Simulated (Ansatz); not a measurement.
C3H8SSi can be A, `C[SiH2]CC=S`, or B, `C=CC([SiH3])S`.

Isolated molecules relaxed with PBE0-D4/def2-TZVP in Ansatz; ΔE leaves out vibrations. CBS: MP2 limit from def2 TZ/QZ plus the TZ coupled-cluster correction, frozen cores. Functionals use def2-TZVPP. B3LYP here is the variant with VWN-RPA as its local correlation; programs differ in this. One conformer a species, not always the lowest.

**Question.** Which is lower in electronic energy at CCSD(T)/CBS, and by how much? (An estimate is asked.)

**Answer.** The calculation gave: A, by 14.3 kcal/mol.

**Question.** Give E(B) − E(A) in kcal/mol with CCSD/def2-TZVPP, B2PLYP, CCSD(T)/def2-TZVPP, HF/def2-TZVPP, MP2/def2-TZVPP, PBE0-D4, B3LYP. (An estimate is asked.)

**Answer.** Ansatz gave: CCSD/def2-TZVPP 13.9, B2PLYP 15.6, CCSD(T)/def2-TZVPP 14.5, HF/def2-TZVPP 12.6, MP2/def2-TZVPP 15.4, PBE0-D4 15.2, B3LYP 15.5. None reverses the order clearly.

**Question.** Does the order hold for the free energy at 298.15 K (harmonic terms from PBE0-D4)? (Best estimate.)

**Answer.** Ansatz gave: Yes: G(B) − G(A) = +12.3 kcal/mol, for one conformer each. Modes under 60 cm⁻¹, often nearly free rotors, make the harmonic entropy too high.

Largest T1 diagnostic: 0.015.

In def2-TZVPP, CCSD(T) changes the Hartree–Fock value by +1.9 kcal/mol (the triples alone add +0.6 kcal/mol) and MP2 by +2.8 kcal/mol. At CCSD(T), def2-SVP lies −1.5 kcal/mol from the extrapolated value and def2-TZVPP +0.2 kcal/mol.
